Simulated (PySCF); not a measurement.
Ga(H)(Cl)(vinyl) (C2H4ClGa), SMILES [Cl][GaH][CH]=C.

Geometry: TPSSh-D3(BJ)/def2-SVP. Other conformers were not sampled.

Two levels are set side by side: PBE/def2-TZVP (PySCF) and B3LYP/def2-TZVP (PySCF). Same geometry, gas phase. Differences are taken from unrounded values.

```tsv
quantity	B3LYP
orbital gap (eV)	5.90
highest occupied level (eV)	-8.02
lowest empty level (eV)	-2.12
dipole moment (D)	2.49
mean polarisability (bohr³)	63.3
```

Q: What does PBE give, and how far is it from B3LYP? (Estimate from the structure and the level; the computed values follow.)

A: 
```json
[
 {"quantity": "orbital gap (eV)", "PBE": "4.24", "PBE minus B3LYP": "-1.67"},
 {"quantity": "highest occupied level (eV)", "PBE": "-6.95", "PBE minus B3LYP": "1.08"},
 {"quantity": "lowest empty level (eV)", "PBE": "-2.71", "PBE minus B3LYP": "-0.59"},
 {"quantity": "dipole moment (D)", "PBE": "2.42", "PBE minus B3LYP": "-0.08"},
 {"quantity": "mean polarisability (bohr³)", "PBE": "64.8", "PBE minus B3LYP": "1.5"}
]
```

Without exact exchange PBE keeps part of each electron's self-repulsion, which lifts occupied levels and narrows the gap. Differences between two approximate levels are no errors against the true value.

Rough cost on one machine, each run with all the roots and properties that it gave: B3LYP against PBE within a factor of 2.
